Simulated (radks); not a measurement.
Species: Rh9+. Configuration: [Kr].

Calculated with a radial shooting solver on a logarithmic mesh with Libxc functionals: Dirac Kohn-Sham, PBE, spin-unpolarised, spherical densities, finite nucleus; Fermi nuclear charge, rms radius 4.4945 fm.

Energy parts (hartree):
part                        energy
total                  -4763.05222
kinetic                 4967.09712
electron-nucleus      -11311.04777
Hartree                 1714.15246
exchange-correlation    -133.25404

Orbitals (lengths in bohr, moments of r in powers of bohr; r(90%) holds 90 % of the orbital's charge):
| orbital | occ. | eigenvalue (hartree) | <r> | r(90%) |
|---|---|---|---|---|
| 1s1/2 | 2 | -852.2732 | 0.03263 | 0.0585 |
| 2s1/2 | 2 | -128.8204 | 0.1415 | 0.219 |
| 2p1/2 | 2 | -119.7288 | 0.1203 | 0.197 |
| 2p3/2 | 4 | -114.4147 | 0.1252 | 0.203 |
| 3s1/2 | 2 | -27.93635 | 0.3895 | 0.574 |
| 3p1/2 | 2 | -24.38192 | 0.3819 | 0.576 |
| 3p3/2 | 4 | -23.46146 | 0.3925 | 0.591 |
| 3d3/2 | 4 | -17.18502 | 0.3661 | 0.581 |
| 3d5/2 | 6 | -17.00252 | 0.3695 | 0.586 |
| 4s1/2 | 2 | -8.56311 | 0.9223 | 1.32 |
| 4p1/2 | 2 | -7.39898 | 0.9665 | 1.40 |
| 4p3/2 | 4 | -7.22082 | 0.9872 | 1.43 |

The highest occupied level is 4p3/2 at -196.49 eV. The electron density at the nucleus is 1.211e+05 e/bohr^3. For comparison, the ionisation energy in NIST's Atomic Spectra Database is 207.51 eV (semi-empirical). In exact Kohn-Sham theory the highest level is minus the ionisation energy, but local and semilocal functionals leave it too shallow, through self-interaction and a potential that decays too fast; potentials with the right tail come closer. Summed over all electrons, <r^2> = 11.61 bohr^2, which gives a Langevin (diamagnetic) susceptibility term of -9.2 x 10^-6 cm^3/mol.
